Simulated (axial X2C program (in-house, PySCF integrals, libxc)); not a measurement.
GeF⁺: from Re and ωe to a spectrum

A bond curve at the CCSD(T) level, 2c, was computed with an axial X2C code built on PySCF integrals (basis Ge dyall-cv3z [9s9p7d4f1g], F dyall-av3z [7s6p3d2f] (cores contracted in-house)) for the state Ω = 0 (closed shell). Its fit gives Re = 1.6771 Å, ωe = 804.7 cm⁻¹, ωexe = 3.22 cm⁻¹ and αe = 2.473e-03 cm⁻¹; the masses are 73.9212 and 18.9984 u. Two-component means X2C with spin–orbit coupling and atomic mean-field Coulomb and Gaunt terms.

Correlated methods: 10 electrons correlated (number of frozen shells: Ge 3 s, 2 p, 1 d; F 1 s), 234 virtual spin orbitals or spinors in MP2, 90 natural virtuals in coupled cluster.

(1) Find the reduced mass, Be and the force constant.

(2) Give B0, the J = 1←0 line in GHz and the most populated J at 300 K (kT = 208.5 cm⁻¹).

(3) Estimate De from a Morse curve and compare with the computed well depth of 5.555 eV to Ge+ + F.

(4) Where do the fundamental and the first overtone lie?

(5) Estimate the centrifugal constant by the Kratzer relation.

One determinant describes the state; a PBE0 search over occupations chose it and may have missed a lower one. De is counted from the lowest determinant-based energies of the atoms at the same level, without counterpoise correction. CCSD and (T) use frozen natural virtuals with an MP2 correction for the truncation; (T) itself is uncorrected, so its De runs slightly low. With the outer-core shells frozen, correlated bond lengths of heavy atoms tend to come out a few hundredths of an ångström too long.

Results:

(1) From the CCSD(T) values: μ = 15.1140 u. Be = 16.8576/(μ Re²) = 0.3966 cm⁻¹. k = 5.8918×10⁻⁷ μ ωe² = 5.77 mdyn/Å.

(2) B0 = Be − αe/2 = 0.3953 cm⁻¹; 2B0 = 23.7 GHz; J(max) ≈ √(kT/2B0) − 1/2 = 15.7, so J = 16.

(3) De(Morse) = ωe²/(4ωexe) = 6.233 eV against 5.555 eV computed, a ratio of 1.12. For De the Morse form works well here.

(4) ν(1←0) = ωe − 2ωexe = 798.3 cm⁻¹; ν(2←0) = 2ωe − 6ωexe = 1590.1 cm⁻¹.

(5) D = 4Be³/ωe² = 3.85e-07 cm⁻¹.
